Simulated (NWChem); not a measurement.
System: LiOH; SMILES [Li][OH]

Give the equilibrium geometry at PBE0/def2-SVP (NWChem) as a Z-matrix, with the point group.

point group C*v; any orientation.
```
O
H 1 0.9527
Li 1 1.5522 2 180.00
```
